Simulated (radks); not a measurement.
Isoelectronic series with 3 electrons, all held in the configuration [He] 2s1, which need not be the ground one along the series. Method: scalar-relativistic Kohn-Sham, r2SCAN, spin-polarised, spherical densities, finite nucleus; open shells are filled with parallel spins first (spin-orbit coupling, left out, can overturn this in heavy ions); meta-GGA in the generalised Kohn-Sham scheme; Fermi nuclear charge, rms radius of each element as measured or else 0.836 A^(1/3) + 0.57 fm; computed with a radial shooting solver on a logarithmic mesh with Libxc functionals. Total energies (hartree) and mean radii <r> (bohr):

ion    E (hartree)   2s up  1s down    1s up
Cd45+  -2627.95094  0.1231  0.03021  0.03021
In46+  -2743.64645  0.1203  0.02954  0.02953
Sn47+  -2862.10843  0.1176  0.02888  0.02888
Sb48+  -2983.36437  0.1150  0.02826  0.02825
Te49+  -3107.43774  0.1125  0.02765  0.02765
I50+   -3234.36247  0.1101  0.02707  0.02707
Xe51+  -3364.16066  0.1078  0.02651  0.02650
Cs52+   -3496.8656  0.1055  0.02596  0.02596
